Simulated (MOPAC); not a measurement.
Input file for MOPAC: PM6 on CoO, 2S+1 = 6, a spin state set in the input, which need not be the lowest, a point of a bond scan (R = 1.566 Å).

```
PM6 1SCF PRECISE CHARGE=0 UHF MS=2.5 THREADS=1
CoO

Co     0.00000000 1     0.00000000 1     0.00000000 1
O      0.00000000 1     0.00000000 1     1.56610100 1
```

Output:

```
*******************************************************************************
 **                                                                           **
 **                              MOPAC v23.2.5                                **
 **                                                                           **
 *******************************************************************************
 ** MOPAC's Digital Object Identifier: https://doi.org/10.5281/zenodo.6511958 **
 **                                                                           **
 ** Please cite the open-source release paper for use of this MOPAC version:  **
 ** J. E. Moussa and J. J. P. Stewart (2026)                                  **
 ** MOPAC: An open-source semiempirical molecular orbital program             **
 ** J. Open Source Softw., 11(119), 8025, https://doi.org/10.21105/joss.08025 **
 *******************************************************************************

                              PM6 CALCULATION RESULTS

 *******************************************************************************
 *  PM6        - The PM6 Hamiltonian to be used
 *  UHF        - UNRESTRICTED HARTREE-FOCK CALCULATION
 *
 *
 *
 *                 CHARGE ON SYSTEM = 0
 *
 *
 *
 *  MS=        - IN MECI, MAGNETIC COMPONENT OF SPIN =  2.5
 *  PRECISE    - TIGHTER CRITERIA TO BE USED
 *  1SCF       - DO 1 SCF AND THEN STOP
 *  THREADS=1  - MULTI-THREADING NOT USED
 *  T=         - A TIME OF 172800.0 SECONDS REQUESTED
 *  DUMP=N     - RESTART FILE WRITTEN EVERY 7200.0 SECONDS REQUESTED
 *******************************************************************************
PM6 1SCF PRECISE CHARGE=0 UHF MS=2.5 THREADS=1
 CoO

   ATOM   CHEMICAL          X               Y               Z
  NUMBER   SYMBOL      (ANGSTROMS)     (ANGSTROMS)     (ANGSTROMS)

     1      Co          0.00000000  *   0.00000000  *   0.00000000  *
     2       O          0.00000000  *   0.00000000  *   1.56610100  *



          CARTESIAN COORDINATES

    NO.       ATOM           X           Y           Z

     1        Co          0.0000      0.0000      0.0000
     2         O          0.0000      0.0000      1.5661

 General Reference for PM6:
 "Optimization of Parameters for Semiempirical Methods V: Modification of NDDO Approximations
 and Application to 70 Elements", J. J. P. Stewart, J. Mol. Mod., 13, 1173-1213 (2007)
 URL: https://link.springer.com/article/10.1007/s00894-007-0233-4

           Empirical Formula: O Co  =     2 atoms



      MOLECULAR POINT GROUP   :   C*v


          UHF CALCULATION, NO. OF ALPHA ELECTRONS =   10
                           NO. OF BETA  ELECTRONS =    5

 -------------------------------------------------------------------------------
 PM6 1SCF PRECISE CHARGE=0 UHF MS=2.5 THREADS=1
 CoO



     1SCF WAS SPECIFIED, SO BFGS WAS NOT USED
     SCF FIELD WAS ACHIEVED


                              PM6 CALCULATION
                                                       MOPAC v23.2.5 Linux




          FINAL HEAT OF FORMATION =        104.81744 KCAL/MOL =     438.55616 KJ/MOL


          COSMO AREA              =         78.13 SQUARE ANGSTROMS
          COSMO VOLUME            =         63.55 CUBIC ANGSTROMS

          IONIZATION POTENTIAL    =          7.820835 EV
          ALPHA SOMO LUMO (EV)    =         -7.821 36.988
          BETA  SOMO LUMO (EV)    =         -9.564 -7.117
          NO. OF ALPHA ELECTRONS  =         10
          NO. OF BETA  ELECTRONS  =          5
          MOLECULAR WEIGHT        =         74.9326         POINT GROUP:  C*v

          MOLECULAR DIMENSIONS (Angstroms)

            Atom       Atom       Distance
            O     2   Co     1     1.56610
            O     2   Co     1     0.00000
           Co     1    O     2     0.00000


          SCF CALCULATIONS        =          1





   ATOM   CHEMICAL          X               Y               Z
  NUMBER   SYMBOL      (ANGSTROMS)     (ANGSTROMS)     (ANGSTROMS)

     1      Co          0.00000000  *   0.00000000  *   0.00000000  *
     2       O          0.00000000  *   0.00000000  *   1.56610100  *

                             CARTESIAN COORDINATES

   1   Co        0.000000000     0.000000000     0.000000000
   2    O        0.000000000     0.000000000     1.566101000


           Empirical Formula: O Co  =     2 atoms



      MOLECULAR POINT GROUP   :   C*v


          ALPHA EIGENVALUES
 -34.20102 -17.81325 -17.81325 -16.69151 -10.56579 -10.24897 -10.11381  -9.19094
  -9.19094  -7.82084  36.98774  36.98774  36.99111


           BETA EIGENVALUES
 -25.86776 -11.99735 -11.93055 -11.93055  -9.56362  -7.11691  -6.81040  -2.50139
  -2.50139  -1.50989  37.77230  37.77230  37.86321


              NET ATOMIC CHARGES AND DIPOLE CONTRIBUTIONS

  ATOM NO.   TYPE          CHARGE      No. of ELECS.   s-Pop       p-Pop       d-Pop
    1         Co           0.180468        8.8195     1.06582     0.00949     7.74422
    2          O          -0.180468        6.1805     1.88103     4.29944
 DIPOLE           X         Y         Z       TOTAL
 POINT-CHG.     0.000     0.000    -1.358     1.358
 HYBRID         0.000     0.000    -0.329     0.329
 SUM            0.000     0.000    -1.687     1.687


          ATOMIC ORBITAL ELECTRON POPULATIONS

     Atom    s        px        py        pz      x^2-y^2     xz        z^2       yz        xy
    1 Co   1.06582   0.00055   0.00055   0.00839   2.00000   1.65012   1.44398   1.65012   1.00000
    2  O   1.88103   1.34933   1.34933   1.60078


                    (SZ)    =    2.500000
                    (S**2)  =    8.750369


          ATOMIC ORBITAL SPIN POPULATIONS

    Atom   Total    s     px     py     pz   x^2-y^2  xz     z^2    yz     xy
         Atomic
    1 Co  3.1911  0.934  0.000  0.000  0.001  0.000  0.350  0.556  0.350  1.000
    2  O  1.8089  0.117  0.650  0.650  0.392

 **********************
 *                    *
 * JOB ENDED NORMALLY *
 *                    *
 **********************




 == MOPAC DONE ==
```

The run finished.

Cost: around 0.03 core-seconds (rough).
